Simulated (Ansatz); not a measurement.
Diatomic BeB+, multiplicity 3 (an upper state: multiplicity 1 came lower at CCSD(T)/def2-TZVPP on PBE0 minima).

Seven points along R, fitted to fifth degree in 1/R; most abundant isotopes. In def2 and cc sets the state is the lowest found near the PBE0 minimum, followed along R.

Correlated levels freeze the inner cores; with def2 sets outer-core shells near the valence are correlated too.

Programs: Ansatz (a first-principles code) with Gaussian orbitals. Each number belongs to the level named beside it.

Energies at CCSD(T)/def2-TZVPP:

```tsv
R (Å)	E (hartree)
1.681599	-38.96308789
1.726804	-38.96599217
1.768391	-38.96749819
1.815404	-38.96809664
1.862416	-38.96774461
1.916661	-38.96641101
1.979947	-38.96391379
```

Task: With a reduced mass of 4.9556 u, find the minimum, the force constant and the constants.

Result: A fifth-degree polynomial in 1/R puts the minimum at r_e = 1.8198 Å with force constant 183 N/m. Then ω_e = (1/2πc)√(k/μ) = 792 cm⁻¹ and B_e = h/(8π²cμr_e²) = 1.027 cm⁻¹; the cubic and quartic terms give α_e = 0.015 and ω_e x_e = 8.9 cm⁻¹.
